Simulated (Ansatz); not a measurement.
A structure relaxed at PBE0-D4/def2-TZVP, charge 0, multiplicity 1:

```xyz
12

O     0.4722   -2.0272   -1.8426
Si    0.6732   -0.5239   -1.2683
O     1.8470   -0.5119   -0.1367
O    -0.7128    0.0377   -0.5688
Si   -1.2275    0.7641    0.7514
O     0.0735    1.1192    1.6591
F    -2.2274   -0.1536    1.5539
F    -2.0351    2.0718    0.4041
H     0.4947   -2.7591   -1.2239
H     0.9596    0.3246   -2.4326
H     1.7198    0.0789    0.6122
H    -0.0372    1.5793    2.4922
```

(1) Give its formula and SMILES.

(2) Summarise the bond lengths by kind.

Results:

(1) F2H4O4Si2, `O[SiH](O)O[Si](O)(F)F`.

(2) 5 × O–Si 1.592 to 1.651 Å; 3 × H–O 0.958 to 0.962 Å; 1 × H–Si 1.469 Å; 2 × F–Si 1.576 to 1.577 Å.

Computed with Ansatz.
